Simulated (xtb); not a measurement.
Se(OH)(SiH3) (H₄OSeSi), SMILES O[Se][SiH3]. All values are semi-empirical tight-binding results from xtb (GFN2-xTB unless named), good for trends rather than for accurate numbers. The structure is a stationary point at GFN2-xTB. One conformer was computed; it need not be the lowest.

Optimised geometry:

```xyz
7

Se     0.1625    -0.3208     0.5996
O      0.8949    -1.1876    -0.8498
H      1.4182    -1.9191    -0.5149
Si    -0.7970     1.2601    -0.7280
H     -1.4922     2.1251     0.2194
H     -1.7121     0.5972    -1.6509
H      0.2592     1.9641    -1.4480
```

The point group as xtb finds it is Cs and the orbital gap is 2.98 eV. The zero-point energy is 22.8 kcal/mol and the G − E(el) at 298.15 K (modified RRHO) is 3.4 kcal/mol. The static polarisability (D4 model) is 63.5 bohr³ and the solvation energy, GFN2-xTB/ALPB(water) is -3.8 kcal/mol. The solvation energy, GFN2-xTB/ALPB(toluene) is -2.7 kcal/mol.

Problem. Give the atomic charges and the Wiberg bond orders between heavy atoms. (An estimate is asked for; the answer gives what the named calculation found.)

Solution. charges (e) Se1 -0.18, O2 -0.42, H3 0.31, Si4 0.48, H5 -0.08, H6 -0.05, H7 -0.05. Bond orders Se1–O2 1.27, Se1–Si4 0.98.
